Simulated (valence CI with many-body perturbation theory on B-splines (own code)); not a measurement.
Gd²⁵⁺ in three bases

Computed by configuration interaction combined with many-body perturbation theory (CI+MBPT): three valence electrons over a frozen Dirac-Fock core [Kr], radial functions for each j: 7 s, 7 p, 8 d, 6 f, 4 g, 1 h, with the one-electron correlation potential Σ1 (screened to all orders), the two-electron term Σ2, the three-electron term Σ3, Breit, model QED; selected single and double excitations, second order for the rest, scaled by the run's own slope (own B-spline code, finite nucleus).

No measured levels were compared; by estimate terms of the open shell hold to 2 to 4 % of their energy, and close levels can change places. Only levels of the ground parity were solved; by the run's estimate the other parity begins above the list, which can be wrong where configurations are misplaced.

The reference run has the lowest level (4d3/2^3) J=3/2 and an ionisation energy of 852.571 eV. Its largest variational space holds 5223 state functions.

Levels are named by their leading jj configuration (3d3/2^4 stands for four electrons in 3d with j = 3/2), which in mixed levels can hold well under half, so a name can repeat and another be missing. Letters in brackets count levels of one name in rising energy.

Changed runs:
A. basis 6 s, 6 p, 5 d, 5 f, 1 g
B. basis 5 s, 5 p, 4 d, 4 f

Excitation energies of the reference run in cm⁻¹, and shifts in cm⁻¹:

| Level | Reference | A | B |
| --- | --- | --- | --- |
| (4d3/2^2 4d5/2) J=5/2 [a] | 45088 | -107 | -312 |
| (4d3/2^2 4d5/2) J=3/2 | 63382 | -11 | +245 |
| (4d3/2^2 4d5/2) J=7/2 | 65771 | -28 | +22 |
| (4d3/2^2 4d5/2) J=9/2 | 71385 | +48 | +347 |
| (4d3/2^2 4d5/2) J=1/2 | 73753 | -15 | +321 |
| (4d3/2^2 4d5/2) J=5/2 [b] | 112151 | -8.3 | +311 |
| (4d3/2 4d5/2^2) J=7/2 [a] | 115408 | +8.4 | +142 |
| (4d3/2 4d5/2^2) J=9/2 | 122486 | -44 | +92 |
| (4d3/2 4d5/2^2) J=3/2 [a] | 134606 | +36 | +265 |
| (4d3/2 4d5/2^2) J=1/2 | 140841 | +70 | +635 |
| (4d3/2 4d5/2^2) J=11/2 | 146705 | +77 | +685 |
| (4d3/2 4d5/2^2) J=5/2 [a] | 153432 | +132 | +789 |
| Ionisation energy (eV) | 852.571 | -0.036 | -0.087 |
